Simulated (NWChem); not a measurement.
# C2HF2, doublet; SMILES FC(=[CH])F

Results from NWChem. Pople sets run with spherical d functions. Spin-unrestricted. In the optimisation the excess spin sits in a' (Cs, its own frame). Structure relaxed at the PBE0/def2-SVP, spin-unrestricted level. No stability test was run on the SCF state. B3LYP is NWChem's, with the RPA form of VWN correlation. Level: B3LYP/6-31G* with COSMO at NWChem's default radii, gas-phase geometry; rows give the dielectric constant. Reactions with the solvent are ignored.

```
dielectric constant  electrostatic solvation energy (kcal/mol)  dipole in solution (D)
-------------------  -----------------------------------------  ----------------------
1.5                                                       -0.4                    1.10
2.4                                                       -0.7                    1.15
7.6                                                       -1.1                    1.22
37.5                                                      -1.3                    1.25
46.7                                                      -1.3                    1.25
```
